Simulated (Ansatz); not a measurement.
Spin gap between two states, R1 and P1; the higher of the two is an excited state, each structure at its B3LYP-D3(BJ)/def2-TZVP stationary point, reached from a drawn start (curvature not checked).
R1, C4H4 (SMILES C1=CC=C1) (charge 0, multiplicity 1):
```xyz
8

C      0.66489     0.78830     0.00000
C      0.66489    -0.78830     0.00000
C     -0.66489     0.78830     0.00000
C     -0.66489    -0.78830     0.00000
H      1.42947     1.55029     0.00000
H      1.42947    -1.55029     0.00000
H     -1.42947     1.55029     0.00000
H     -1.42947    -1.55029     0.00000
```
P1, C4H4 (SMILES C1=CC=C1) (charge 0, multiplicity 3, Z-matrix in Å and degrees):
```
C
H 1 1.0781
C 1 1.4376 2 135.00
H 3 1.0781 1 135.00 2 0.00
C 1 1.4376 2 135.00 3 180.00
H 5 1.0781 1 135.00 2 0.00
C 3 1.4376 4 135.00 1 180.00
H 7 1.0781 3 135.00 4 0.00
```

P less R. No zero-point or thermal terms; singlets are restricted closed shells; open shells are unrestricted.

Frozen-core correlation throughout.

Programs: Ansatz (an electronic-structure program) with Gaussian orbitals. All values are computed, each at the level named.

Total energies in hartree:

```json
[
 {"structure": "R1", "PBE/def2-TZVPP": "-154.529446", "r2SCAN/def2-TZVPP": "-154.633602", "CCSD(T)/cc-pVTZ": "-154.389955"},
 {"structure": "P1", "PBE/def2-TZVPP": "-154.521061", "r2SCAN/def2-TZVPP": "-154.635480", "CCSD(T)/cc-pVTZ": "-154.370616"}
]
```

Question: Work out the spin gap at each level in kJ/mol (1 hartree = 2625.49964 kJ/mol), and say how far PBE/def2-TZVPP lies from CCSD(T)/cc-pVTZ.

Answer: 
- PBE/def2-TZVPP: (-154.521061) − (-154.529446) = 0.008385 hartree = 22.0 kJ/mol
- r2SCAN/def2-TZVPP: (-154.635480) − (-154.633602) = -0.001878 hartree = -4.9 kJ/mol
- CCSD(T)/cc-pVTZ: (-154.370616) − (-154.389955) = 0.019339 hartree = 50.8 kJ/mol
PBE/def2-TZVPP less CCSD(T)/cc-pVTZ: -28.8 kJ/mol. CCSD(T)/cc-pVTZ is the level counted from, the highest shown, and no exact or measured value.
